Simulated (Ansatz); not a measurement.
C2H5B, SMILES `B[C]C` (excited triplet) (charge 0, multiplicity 3). This triplet is an excited state, 0.61 eV above the relaxed singlet at the level frozen-core CCSD(T)/cc-pVTZ // B3LYP-D3(BJ)/def2-TZVP (Ansatz, a first-principles code).

Cartesian coordinates (Å):
SMILES: B[C]C
```xyz
8

B      1.5672     0.0972    -0.2222
C      0.1035     0.3679    -0.3171
C     -1.2182    -0.0277     0.1341
H      2.3642     0.7402    -0.8338
H      1.9533    -0.7909     0.4885
H     -1.1834    -0.8479     0.8652
H     -1.7476     0.8153     0.5949
H     -1.8390    -0.3541    -0.7097
```
Charge 0, spin multiplicity 3.

Problem. Give the natural occupations of the active orbitals, the CASSCF energy and the corrected energy for frozen-core fic-MRCISD+Q@CASSCF(6e,6o)/cc-pVTZ // B3LYP-D3(BJ)/def2-TZVP (Ansatz).

Solution. 
The natural occupations is 1.98, 1.98, 1.00, 1.00, 0.02, 0.02 and the CASSCF energy is -103.2995 Ha. The corrected energy is -103.7051 Ha. The weight of the reference comes out as 0.891.
